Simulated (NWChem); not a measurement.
## Correlation energy of aminoborane (H$_{4}$BN)

```
B
N 1 1.3873
H 2 1.0119 1 123.24
H 2 1.0119 3 113.52 1 180.00
H 1 1.2101 2 119.09 3 180.00
H 1 1.2101 5 121.82 2 180.00
```
Charge 0, spin multiplicity 1.

Everything below was run with NWChem. The geometry was optimised at PBE0/def2-SVP, a minimum by its harmonic frequencies. It is one conformer; others weren't searched.

Basis set: 3-21G. Each correlation energy counts from its own Hartree-Fock reference.

The correlated methods keep 2 core orbitals frozen. No row is a measurement; the coupled-cluster row has its own basis-set and correlation limits.

Order these methods by the correlation energy they give, lowest first: MP2, CCSD(T), CCSD, SCS-MP2.

CCSD(T) (-191.7 mHa), CCSD (-187.2 mHa), SCS-MP2 (-169.1 mHa), MP2 (-165.1 mHa)
